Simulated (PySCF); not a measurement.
A geometry optimisation on `[O]=[Ru-2](=[O])([Cl])([Cl])([Cl])[Cl]` (trans-[RuO2Cl4]2-) [triplet].

Method: PBE0-D3(BJ)/def2-SVP geometry optimisation, gas phase, def2 core potentials past Kr (PySCF 2.14.0). Start geometry: GFN2-xTB. The input is one job of a driver script: a line of settings, then coordinates in Å.

Input:
```
{"job": {"xc": "PBE0", "basis": "def2-SVP", "d3": "d3bj", "grid": 1, "maxiter": 40, "kind": "geom"}, "charge": -2, "multiplicity": 3}
Ru     0.149430     0.092590     0.000970
O      0.154530     0.115970     1.586520
O      0.176890     0.108150    -1.584440
Cl     2.620540    -0.301630     0.022170
Cl    -2.499840    -0.073700    -0.023260
Cl    -0.433820     2.520380    -0.007670
Cl    -0.167730    -2.461760     0.005690
```

Output:
```
step   0  E = -2084.70010144  max force = 0.154520
step   1  E = -2084.72902767  max force = 0.017492
step   2  E = -2084.73058441  max force = 0.011238
step   3  E = -2084.73318183  max force = 0.009179
step   4  E = -2084.73353297  max force = 0.004051
step   5  E = -2084.73380116  max force = 0.004132
step   6  E = -2084.73384814  max force = 0.004646
step   7  E = -2084.73407041  max force = 0.001708
step   8  E = -2084.73438962  max force = 0.001545
step   9  E = -2084.73456435  max force = 0.002873
step  10  E = -2084.73465490  max force = 0.001239
step  11  E = -2084.73467747  max force = 0.000301
step  12  E = -2084.73468190  max force = 0.000173
optimisation converged
```

Energies in Eh; «max force» is the largest Cartesian gradient component in Eh/bohr.

Give the first gradient maximum in eV/Å.

With 1 Eh/bohr = 51.422 eV/Å, 7.946 eV/Å.

How much energy does the optimisation release, in kcal/mol?

E(step 0) − E(last step) = 0.034580 Eh, which is 21.7 kcal/mol.

Main results: final energy -2084.73468 Eh after 12 steps.

Give the final coordinates.

0.125 Å rms from the input after alignment:
```
atom  x, y, z in Å
Ru1   -0.0083   -0.0097   -0.0008
O2     0.2041    0.2321    1.6456
O3     0.2590    0.2352   -1.6389
Cl4    2.5786   -0.3230    0.0509
Cl5   -2.5274   -0.1797   -0.0352
Cl6   -0.3617    2.5790   -0.0039
Cl7   -0.1443   -2.5338   -0.0177
```

The ion is multiply charged and computed in the gas phase, without counter-ions or solvent; whether it holds all its electrons wasn't checked.

The run took 4.8 min wall on one thread of an Arm Neoverse V1 (shared host).
Labels such as C1 count atoms from 1, the log's own numbers from 0.

Neither the SCF state along the optimisation nor the shape of the open-shell metal species was proved the lowest: other solutions of the same spin, or a structure of lower symmetry, can lie below.
